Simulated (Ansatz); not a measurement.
CH8OW, SMILES [O]([WH5])C, multiplicity 1.

The structure is a stationary point at B3LYP-D3(BJ)/def2-SVP. The spin state was assumed, not searched. The structure was generated by enumeration; whether it is a known compound was not checked. The def2 effective core potentials stand for the cores of W; spin–orbit coupling is left out.

Two levels are set side by side: PBE/def2-SVPD (Ansatz, a first-principles code) and CAM-B3LYP/def2-SVPD (Ansatz). Energy differences of separate SCF runs at the same geometry; the states with an electron removed or added have multiplicity 2 and 2. Differences are taken from unrounded values.

```
quantity                           CAM-B3LYP   PBE  PBE minus CAM-B3LYP
---------------------------------  ---------  ----  -------------------
vertical ionisation energy (eV)        10.12  9.70                -0.42
vertical electron affinity (eV)         0.65  0.52                -0.14
vertical singlet–triplet gap (eV)       3.34  3.24                -0.10
```
